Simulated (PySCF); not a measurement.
[SnI3]- (charge -1).
Bonds: Sn1–I2, Sn1–I3, Sn1–I4.

The calculation used PBE0-D3(BJ)/def2-SVP geometry optimisation, gas phase, def2 core potentials past Kr in PySCF 2.14.0.

Q: How far are the bound atoms from Sn1?

A: 3 atoms: I4 2.870 Å, I3 2.871 Å, I2 2.871 Å.

Q: List the angles at Sn1.

A: 
| angle | degrees | distance of the outer atoms (Å) |
| --- | --- | --- |
| I2–Sn1–I4 | 99.6 | 4.39 |
| I2–Sn1–I3 | 99.6 | 4.39 |
| I3–Sn1–I4 | 99.1 | 4.37 |

Q: What is the shape at Sn1?

A: Pyramidal: angles 99.6°, 99.6° and 99.1°, sum 298.3°, 1.36 Å off the plane of its three neighbours.

Q: What are the rotational constants (commonest isotopes, rigid rotor)?

A: A = 366.4, B = 363.0, C = 207.6 MHz: an oblate symmetric top.

Point group: C3v (every atom within 0.08 Å of its image). Charge -1, singlet. PBE0-D3(BJ)/def2-SVP frequencies: not computed here.
